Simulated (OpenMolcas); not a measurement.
S V: effect of the active space

| Item | Value |
| --- | --- |
| Program | OpenMolcas 26.06 |
| Method | MS-CASPT2 or its RAS form, IPEA 0.25 Eh, imaginary shift 0.1 Eh |
| Basis | ANO-L-VQZP |
| Scalar Hamiltonian | non-relativistic, point nucleus |
| Spin-orbit coupling | state interaction with AMFI integrals over the reference wave functions, term energies averaged over their components |

A. 2 electrons in 4 orbitals (3s 3p); 2S+1 = 3 even, 3 roots; 2S+1 = 1 even, 7 roots; 2S+1 = 3 odd, 3 roots; 2S+1 = 1 odd, 3 roots; closed shells correlated: 2s 2p; CASPT2 step about 2.5 core-seconds
B. 2 electrons in 9 orbitals (RAS2 3s 3p; RAS3 3d, at most 2 electrons); 2S+1 = 3 even, 3 roots; 2S+1 = 1 even, 7 roots; 2S+1 = 3 odd, 3 roots; 2S+1 = 1 odd, 3 roots; closed shells correlated: 2s 2p; CASPT2 step of the order of 6 core-seconds

Energies in cm⁻¹ above 3s² ¹S₀, the measured ground level; measured values from NIST levels in Podobedova, Kelleher and Wiese, J. Phys. Chem. Ref. Data 38, 171 (2009); Martin, Zalubas and Musgrove, J. Phys. Chem. Ref. Data 19, 821 (1990).

```tsv
Level	A	B	Measured
3s² ¹S₀	0.0	0.0	0.0
3s 3p ³P°₀	81284	81048	83024
3s 3p ³P°₁	81612	81374	83394
3s 3p ³P°₂	82281	82040	84155
3s 3p ¹P°₁	129088	127083	127151
3p² ³P₀	197950	197470	199967
3p² ³P₁	198298	197815	200371
3p² ³P₂	198831	198489	201146
3p² ¹D₂	200725	192242	193739
```

Deviations, from unrounded energies. A percentage is the sum of absolute deviations over the sum of measured energies, with the sign that they share, or ± where signs differ.

| Against measurement | Levels | A | B |
| --- | --- | --- | --- |
| mean absolute deviation (cm-1) | 8 | 2600 | 1900 |
| other configurations (%) | 8 | ±1.8 | -1.3 |

B lies closest to measurement on these levels. The largest miss of B in the table is 3p² ³P₂, by -2700 cm-1. The ranking rests on the paired levels alone, and a cruder setting can come out closer through cancelling errors.

Between A and B the level of the table that moves most is 3p² ¹D₂, by 8500 cm-1 (lowest in B, highest in A).

Over all roots computed the reference weight is 0.93 to 1.00 in A; the roots of lowest weight are the least certain, and an intruder state may touch them. Some levels mix across a computed gap that differs much from the measured one, so their mixing is not that of the real levels (holds for A). The ¹D term of p² mixes with s d, which this space lacks (holds for A). Active for correlation alone: 3d; no level in the range computed is led by a configuration that fills it, so any true level of that kind is missing (holds for B). Some terms mix strongly with configurations of 3d, whose occupation reaches 0.22 (3p² ¹D) (holds for B). Computed and measured levels are paired by configuration, term and J; levels that our copy of the source lacks, or whose pairing is in doubt (as where it misses far off the trend of its configuration), stay unpaired and out of the deviations. Only configurations of the active space appear. The table leaves out levels that lie high or whose names do not pair safely across all columns.

° marks odd parity.
